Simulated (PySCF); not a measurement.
A structure optimised at PBE0-D3(BJ)/def2-SVP, used in a PySCF frequency run:

```
Hf
F 1 1.9134
F 1 1.9134 2 115.34
F 1 1.9167 2 108.72 3 -122.37
N 1 2.0167 2 107.32 4 -118.11
H 5 1.0181 1 125.84 2 29.27
H 5 1.0181 6 108.26 1 -177.38
```

### Question
Write its SMILES, formula and point group.

### Answer
[NH2][Hf]([F])([F])[F], F₃H₂HfN, Cs

### Question
What are its rotational constants (standard atomic weights)?

### Answer
2.8030, 2.6947, 2.6031 GHz
